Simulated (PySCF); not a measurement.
C4H7FSi, SMILES C1[C@@H](F)C(=C1)[SiH3].

The structure is a stationary point at TPSSh-D3(BJ)/def2-SVP. The structure was generated by enumeration; whether it is a known compound was not checked.

Method: PBE0/def2-TZVP (PySCF).

Isolated molecule, no solvent.

- total energy = -545.60786 hartree
- highest occupied level = -7.74 eV
- lowest empty level = -0.73 eV
- orbital gap = 7.01 eV
- dipole moment = 2.00 D
- quadrupole, principal values (traceless, Buckingham form, about the centre of nuclear charge) = -5.54, 1.81, 3.72 D·Å
- mean static polarisability = 73.0 bohr³ (10.82 Å³)
- polarisability, principal values = 57.6, 70.2, 91.3 bohr³
